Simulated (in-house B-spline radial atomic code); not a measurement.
BHandHLYP excitations of the aluminium ion Al³⁺

Method: BHandHLYP. Computed with an all-electron radial atomic-structure program (B-spline basis): linear response of the closed shell [He] 2s2 2p6 with the functional's adiabatic kernel; scalar-relativistic (spin-free one-electron X2C), finite nucleus, no spin-orbit coupling, no double excitations, S, P, D and F terms only. Only terms of natural parity with L up to 3 were computed.

Command:
```bash
python run_td.py task.json out
```
Settings (radii: box in bohr, nucleus in fm):
```
Z                        13
electrons                10
configuration            [He] 2s2 2p6
hamiltonian              x2c
method                   bhandhlyp
box_radius               23.08
rms_radius               3.061
intervals                74
```

Cost of the run: 0.6 s on 1 thread of Arm Neoverse N1, on a shared host.

The lowest states, in the order of their Tamm-Dancoff energies; the method's threshold (minus the highest occupied level) is 113.55 eV. Labels give the largest channel, * marks a mixed state, and oscillator strengths are full-response dipole values. Semilocal kernels can invert the small singlet-triplet splittings of Rydberg terms. Energies in eV:

```json
{"state": "2p → 3s 3P", "full response": "73.68", "Tamm-Dancoff": "73.70", "oscillator strength": "-"}
{"state": "2p → 3s 1P", "full response": "74.75", "Tamm-Dancoff": "74.77", "oscillator strength": "0.207"}
{"state": "2p → 3p 3S", "full response": "80.46", "Tamm-Dancoff": "80.53", "oscillator strength": "-"}
{"state": "2p → 3p 3D", "full response": "81.37", "Tamm-Dancoff": "81.39", "oscillator strength": "-"}
{"state": "2p → 3p 1D", "full response": "82.19", "Tamm-Dancoff": "82.20", "oscillator strength": "-"}
{"state": "2p → 3p 1S", "full response": "86.10", "Tamm-Dancoff": "86.46", "oscillator strength": "-"}
{"state": "2p → 3d 3P", "full response": "91.29", "Tamm-Dancoff": "91.29", "oscillator strength": "-"}
{"state": "2p → 3d 3F", "full response": "?", "Tamm-Dancoff": "?", "oscillator strength": "-"}
{"state": "2p → 3d 1F", "full response": "91.87", "Tamm-Dancoff": "91.87", "oscillator strength": "-"}
{"state": "2p → 3d 1P", "full response": "92.69", "Tamm-Dancoff": "92.74", "oscillator strength": "0.705"}
{"state": "2p → 4s 3P", "full response": "96.14", "Tamm-Dancoff": "96.14", "oscillator strength": "-"}
{"state": "2p → 4s 1P", "full response": "?", "Tamm-Dancoff": "?", "oscillator strength": "?"}
{"state": "2p → 4p 3S", "full response": "98.34", "Tamm-Dancoff": "98.36", "oscillator strength": "-"}
{"state": "2p → 4p 3D", "full response": "98.61", "Tamm-Dancoff": "98.62", "oscillator strength": "-"}
{"state": "2p → 4p 1D", "full response": "98.82", "Tamm-Dancoff": "98.83", "oscillator strength": "-"}
{"state": "2p → 4p 1S", "full response": "99.98", "Tamm-Dancoff": "100.10", "oscillator strength": "-"}
```

Task: Where does 2p → 3d 3F lie?

Result: At 91.43 eV in full response, 91.44 eV in Tamm-Dancoff.

Task: Where does 2p → 4s 1P lie?

Result: At 96.40 eV in full response, 96.40 eV in Tamm-Dancoff, oscillator strength 0.0402.

Task: How large is the singlet-triplet splitting of 2p → 3s (P terms) in Tamm-Dancoff?

Result: 1.07 eV, from the unrounded values.

Task: What polarisabilities and dispersion coefficient does the method give?

Result: Dipole 0.2732 bohr³, quadrupole 0.229 bohr⁵, C6 0.253 hartree·bohr⁶ for two such species.
